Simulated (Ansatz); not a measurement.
Born–Oppenheimer molecular dynamics of CH$_{8}$AlNS (12 atoms, charge 0, multiplicity 1). It starts from a rough guess of a transition structure, not a stationary point.

Level of theory: UKS PBE-D4/STO-3G in Ansatz 0.2.0.

- ensemble: NVE (velocity Verlet)
- time step: 0.5 fs
- steps asked: 150
- starting velocities drawn for: 1000 K
- seed: 844532

First frame:

```xyz
12
Properties=species:S:1:pos:R:3
Al -0.239 0.240 -0.166
S 2.141 0.716 0.867
C -0.442 -1.705 -0.474
N -0.711 1.762 -0.932
H 0.530 0.707 1.663
H -0.435 0.591 1.798
H 2.289 -0.566 1.191
H -1.389 -1.935 -0.968
H -0.436 -2.243 0.481
H 0.351 -2.139 -1.089
H -0.125 2.589 -0.896
H -1.535 1.984 -1.477
```

**Question.** How far do the bonds stretch over the last three quarters of this one trajectory? (Pairs bonded in most of those frames.)

**Answer.** 
| bond | mean (Å) | spread (Å) | shortest | longest |
| --- | --- | --- | --- | --- |
| Al1–S2 | 2.161 | 0.176 | 1.84 | 2.38 |
| Al1–C3 | 1.975 | 0.138 | 1.74 | 2.22 |
| Al1–N4 | 1.775 | 0.072 | 1.66 | 1.93 |
| S2–H7 | 1.376 | 0.052 | 1.30 | 1.45 |
| C3–H8 | 1.112 | 0.022 | 1.06 | 1.17 |
| C3–H9 | 1.109 | 0.021 | 1.07 | 1.15 |
| C3–H10 | 1.110 | 0.037 | 1.05 | 1.18 |
| N4–H11 | 1.065 | 0.058 | 0.97 | 1.17 |
| N4–H12 | 1.062 | 0.030 | 1.00 | 1.12 |
| H5–H6 | 0.746 | 0.036 | 0.69 | 0.80 |

Mean temperature of the second half: 1690 K. The conserved energy stayed within 0.61 meV per atom of its start (net change 0.42 meV per atom), so the integration is sound. The system heated up, since it started high on the potential surface and ran downhill. A run of 0.075 ps of so small a system gives no equilibrium averages. The orbitals stay closed-shell, which can raise the energy where a bond breaks towards radicals; this wasn't checked here. Limits of this set-up: minimal basis.

Time of the run: 9.1 min on 1 CPU thread of a shared host.
